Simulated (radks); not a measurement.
The numbers below are computed, except where a source is named.
Removal energies from the lutetium ion Lu7+, [Kr] 4d10 4f12 5s2 5p4, by Delta-SCF beside the eigenvalue of the level emptied. Code: a radial shooting solver on a logarithmic mesh with Libxc functionals. Model: non-relativistic Kohn-Sham, PBE, spin-polarised, spherical densities, point nucleus. Open shells are filled with parallel spins first.

\begin{tabular}{lrrr}
removed from & final configuration & Delta-SCF (eV) & -eigenvalue (eV) \\ \hline
5p & [Kr] 4d10 4f12 5s2 5p3 & 130.10 & 121.93 \\
4f & [Kr] 4d10 4f11 5s2 5p4 & 138.69 & 124.94 \\
5s & [Kr] 4d10 4f12 5s1 5p4 & 154.57 & 145.85 \\
4d & [Kr] 4d9 4f12 5s2 5p4 & 320.74 & 305.97 \\
\end{tabular}
